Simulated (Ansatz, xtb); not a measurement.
Isomers of C3H7BO3Si in order of energy

4 gas-phase structures of C3H7BO3Si, from a drawn sample of its isomers (lower ones may exist). Each was relaxed with GFN2-xTB; where two conformers were screened, the lower at r2SCAN-D4/def2-SVP//GFN2-xTB is listed:

A. `OB(O)[Si@@H]1CC=CO1`, a singlet
B. `[SiH3]O[B@@H-]1OC=CC=[O+]1`, a singlet
C. `OB(O)C1=CO[SiH2]C1`, a singlet
D. `[SiH3]OBO[C@@H]1C=CO1`, a singlet

Question: Make a reasoned guess at their ranking by r2SCAN-D4/def2-SVP//GFN2-xTB single-point energy.

Answer: Calculated order at r2SCAN-D4/def2-SVP//GFN2-xTB: C (0.0), B (16.0), A (17.0), D (60.4) kcal/mol. Less than 1 kcal/mol parts B and A, so the order within that pair means little.

Energies above the lowest of each column, in kcal/mol; the last columns are at r2SCAN-D4/def2-SVP geometries and were run for some of them only (a dash: not run or not comparable):

```tsv
structure	GFN2-xTB	HF/STO-3G	r2SCAN-D4/def2-SVP//GFN2-xTB	r2SCAN-D4/def2-SVP	CCSD(T)/def2-SVP + ΔMP2/def2-TZVPP
C	9.4	0.0	0.0	0.0	0.0
B	0.0	25.5	16.0	15.0	23.2
A	20.6	12.7	17.0	15.3	14.2
D	20.5	47.0	60.4	–	–
```

CCSD(T)/def2-SVP + ΔMP2/def2-TZVPP puts C lowest of those it was run on; GFN2-xTB picks B. CCSD(T)/def2-SVP + ΔMP2/def2-TZVPP orders those it was run on as C (0.0), A (14.2), B (23.2) kcal/mol. Flexible structures stand in one conformer each, not always the lowest. Frequencies (GFN2-xTB) were run for A, B, C alone. The ΔMP2 step shifts differences by up to 6.8 kcal/mol, which makes them less sure. ΔMP2 is the change of the MP2 energy from the smaller to the larger basis.

Over these structures GFN2-xTB departs from r2SCAN-D4/def2-SVP//GFN2-xTB by 17.2 kcal/mol on average once a common shift is removed. A GFN2-xTB relaxation took about 0.38 s and the r2SCAN-D4/def2-SVP//GFN2-xTB energy about 3.3 s on a shared host (Ansatz 0.2.0, xtb 6.7.1).
